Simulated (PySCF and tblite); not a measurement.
The numbers below are computed, except where a source is named.
C7H11Cl, numbered as in [Cl:1][C@@:2]12[CH2:3][CH2:4][CH2:5][CH2:6][C@@H:7]1[CH2:8]2.

The ensemble was built from 60 distance-geometry starts (ETKDG and KDG, MMFF94s, GFN2-xTB) and rests on GFN2-xTB geometries. Weights use PBE0-D3(BJ)/pcSseg-1 (IEF-PCM, dimethylsulfoxide) energies plus GFN2-xTB zero-point and thermal terms (modes under about 100 cm⁻¹ blended into free rotors). Symmetry numbers and mirror images are counted. Conformers within 2.5 kcal/mol (GFN2-xTB free energy) were kept, 3 at most. GIAO shieldings: PBE0/pcSseg-1 (IEF-PCM, dimethylsulfoxide). Shifts are against TMS (¹H), TMS (¹³C) at the same level; of two unlike H on one atom, a is the less shielded. Programs: PySCF with density fitting and tblite.

Problem. What shifts does this protocol give at 298.15 K under fast conformational exchange?

Solution. ¹H: 2.39 (H3a, 1H), 2.26 (H6a, 1H), 2.09 (H3b, 1H), 1.57 (H4a, 1H), 1.49 (H7, 1H), 1.47 (H6b, 1H), 1.29 (H5a, 1H), 1.24 (H5b, 1H), 1.12 (H8a, 1H), 1.04 (H4b, 1H), 0.67 (H8b, 1H) ppm. ¹³C: 50.7 (C2), 38.6 (C3), 29.7 (C6), 26.3 (C4), 26.2 (C7), 25.6 (C5), 23.9 (C8) ppm.

Problem. How do the conformers differ?

Solution. The 6-ring runs over atoms 2–3–4–5–6–7.
| conformer | shape | weight % |
| --- | --- | --- |
| 1 | 6-ring half-chair (ring torsions -50, 68, -50, 18, -3, 19°) | 75.7 |
| 2 | 6-ring half-chair (ring torsions 50, -68, 50, -17, 1, -18°) | 24.3 |

```json
{"signal": "H3a", "1": "2.47", "2": "2.13", "average": "2.39"}
{"signal": "H3b", "1": "2.02", "2": "2.32", "average": "2.09"}
{"signal": "H4a", "1": "1.68", "2": "1.24", "average": "1.57"}
{"signal": "H4b", "1": "0.91", "2": "1.44", "average": "1.04"}
{"signal": "H5a", "1": "1.46", "2": "0.75", "average": "1.29"}
{"signal": "H5b", "1": "1.16", "2": "1.49", "average": "1.24"}
{"signal": "H6a", "1": "2.34", "2": "1.98", "average": "2.26"}
{"signal": "H6b", "1": "1.34", "2": "1.86", "average": "1.47"}
{"signal": "H7", "1": "1.50", "2": "1.48", "average": "1.49"}
{"signal": "H8a", "1": "1.14", "2": "1.04", "average": "1.12"}
{"signal": "H8b", "1": "0.68", "2": "0.64", "average": "0.67"}
{"signal": "C2", "1": "51.4", "2": "48.5", "average": "50.7"}
{"signal": "C3", "1": "38.0", "2": "40.6", "average": "38.6"}
{"signal": "C4", "1": "26.1", "2": "27.0", "average": "26.3"}
{"signal": "C5", "1": "26.6", "2": "22.3", "average": "25.6"}
{"signal": "C6", "1": "30.5", "2": "27.4", "average": "29.7"}
{"signal": "C7", "1": "25.8", "2": "27.3", "average": "26.2"}
{"signal": "C8", "1": "24.0", "2": "23.6", "average": "23.9"}
```

Problem. Which signal moves most, for its nucleus, between 250 and 350 K through the change of populations alone?

Solution. H5a: 1.31 ppm at 250 K, 1.29 ppm at 298.15 K, 1.26 ppm at 350 K.

Shifts are unscaled: against experiment ¹³C can be off by 15 ppm or more and ¹H by 0.8 ppm.
